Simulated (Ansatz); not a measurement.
The same path of C2H4BIn (8 atoms, charge 0, multiplicity 1) was run 3 times with different band settings. Lost on the way: B1–H5. Made: C2–H5.

All numbers below come from RKS B3LYP-D4/def2-mTZVP (Ansatz 0.2.0).

Relaxed end points:

```xyz
8
Properties=species:S:1:pos:R:3
B -0.387 0.983 -0.340
C 0.650 -0.075 0.174
C 1.322 -1.015 0.572
In -1.385 -1.758 0.113
H -0.593 1.845 0.474
H -0.124 1.372 -1.448
H 2.028 -1.731 0.923
H -1.511 0.380 -0.467
```

```xyz
8
Properties=species:S:1:pos:R:3
B -0.740 0.852 -0.543
C 0.419 0.439 0.355
C 0.721 -0.876 0.530
In -0.523 -2.484 -0.572
H 1.010 1.203 0.869
H -1.373 -0.009 -1.105
H 1.561 -1.103 1.197
H -1.076 1.979 -0.731
```

Common settings: movable images 7; climbing image yes; start path through a guess of the saddle point; force threshold 0.03 eV/Å; iteration limit 60; end points relaxed.

| run | spring | optimiser |
| --- | --- | --- |
| 1 | 5.0 eV/Å² | quadratic models (default) |
| 2 | 5.0 eV/Å² | lbfgs |
| 3 | 50.0 eV/Å² | quadratic models (default) |

(1) What does each run give, and how far can it be trusted?

Results:

(1) Run 1: converged after 25 iterations, highest image 0.871 eV above the first end. A vibrational analysis at the climbing image gives one clearly imaginary mode, 607i cm⁻¹: a first-order saddle point.
Run 2: not converged after 60 iterations, highest image 0.978 eV above the first end. The band didn't meet its force threshold, so its energies are provisional: the largest band force was still 0.17 eV/Å, and over the last iterations the top stayed at 0.98 eV.
Run 3: converged after 39 iterations, highest image 0.871 eV above the first end. Another band between the same ends (7 images) ends at a top of the same energy, where a vibrational analysis finds 1 clearly imaginary mode.
The orbitals stay closed-shell, which can raise the energy where a bond breaks towards radicals; this wasn't checked here.
